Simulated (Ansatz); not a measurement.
Cost and result for the atomization energy of `C[CH2][GeH]([F])[Cl]` (11 atoms, 10 bonds).

```xyz
11

C    -0.085    0.403   -1.416
C     0.723   -0.073   -0.216
Ge   -0.372   -0.461    1.333
F     0.681   -0.887    2.646
Cl   -1.390    1.322    1.959
H     0.571    0.615   -2.264
H    -0.636    1.318   -1.188
H    -0.808   -0.348   -1.744
H     1.282   -0.985   -0.444
H     1.450    0.678    0.102
H    -1.415   -1.581    1.233
```

Total charge 0; spin multiplicity 1. Correlated methods include outer-core shells of Ge, which these sets cover unevenly. Scalar relativity is left out up to krypton. Geometry: relaxed with PBE0-D4/def2-TZVP. It is one conformer, not always the lowest. Program: Ansatz. Hardware: A = 2 threads of an AMD EPYC 7R13 on a shared host; B = 2 threads of an AMD EPYC 7R13 on a shared host and a share of an NVIDIA H100 80 GB. Times are those of one run each, without the atoms' runs, and a repeat can differ threefold. Electronic energies, without spin–orbit coupling; frozen cores. CCSD(T)/CBS adds CCSD(T) − MP2 in def2-TZVPP to the MP2 limit, and its time is that of the two runs behind it. T1 = 0.010. With those shells the extrapolation isn't a true limit. B3LYP takes the VWN-RPA correlation (the form of Gaussian; ORCA's B3LYP/G).

CCSD(T)/CBS is a level of theory with its own doubt, some kJ/mol a heavy atom from the limit and from the frozen cores, so smaller differences don't rank the functionals.

| level | functions | wall time |
| --- | --- | --- |
| MP2/def2-QZVPP [B] | 510 | 3.7 s |
| PBE-D4/def2-TZVPP (with forces) [A] | 267 | 4.2 s |
| CCSD(T)/def2-TZVPP [B] | 267 | 4.4 s |
| PBE0-D4/def2-TZVPP [A] | 267 | 6 s |
| r2SCAN-D4/def2-TZVPP (with forces) [A] | 267 | 8.1 s |
| CCSD(T)/CBS(def2) | – | 8.1 s |
| B3LYP-D4/def2-TZVPP (with forces) [A] | 267 | 9.5 s |
| B2PLYP/def2-TZVPP [A] | 267 | 10 s |
| ωB97X-V/def2-TZVPP [A] | 267 | 13 s |
| ωB97M-V/def2-TZVPP (with forces) [A] | 267 | 19 s |

What atomization energy does each give, and how far from CCSD(T)/CBS? (Best estimate.)

Computed: 
```
                                 level  atomization (kJ/mol)  difference from CCSD(T)/CBS  per bond
                    MP2/def2-QZVPP [B]                3993.7                         24.4       2.4
   PBE-D4/def2-TZVPP (with forces) [A]                4009.7                         40.4       4.0
                CCSD(T)/def2-TZVPP [B]                3884.7                        -84.6      -8.5
                PBE0-D4/def2-TZVPP [A]                3958.2                        -11.1      -1.1
r2SCAN-D4/def2-TZVPP (with forces) [A]                3972.8                          3.5       0.3
                     CCSD(T)/CBS(def2)                3969.3                          0.0       0.0
 B3LYP-D4/def2-TZVPP (with forces) [A]                3935.8                        -33.5      -3.4
                 B2PLYP/def2-TZVPP [A]                3911.1                        -58.2      -5.8
                ωB97X-V/def2-TZVPP [A]                3973.6                          4.3       0.4
  ωB97M-V/def2-TZVPP (with forces) [A]                3957.7                        -11.6      -1.2
```

From PBE to PBE0 (25 % exact exchange), in def2-TZVPP and without D4, the atomization energy moves by −48.0 kJ/mol: exact exchange takes away binding that semilocal exchange gives to molecules. The D4 term adds +37.6 kJ/mol with B3LYP and +19.8 kJ/mol with PBE0; it sums over pairs of atoms, weighted by their polarisabilities, and B3LYP, whose exchange is more repulsive, gets the larger term. In def2-TZVPP, CCSD(T) changes the Hartree–Fock value by +923.8 kJ/mol (the triples alone add +53.4 kJ/mol) and MP2 by +983.2 kJ/mol; breaking electron pairs costs correlation energy, which Hartree–Fock lacks.
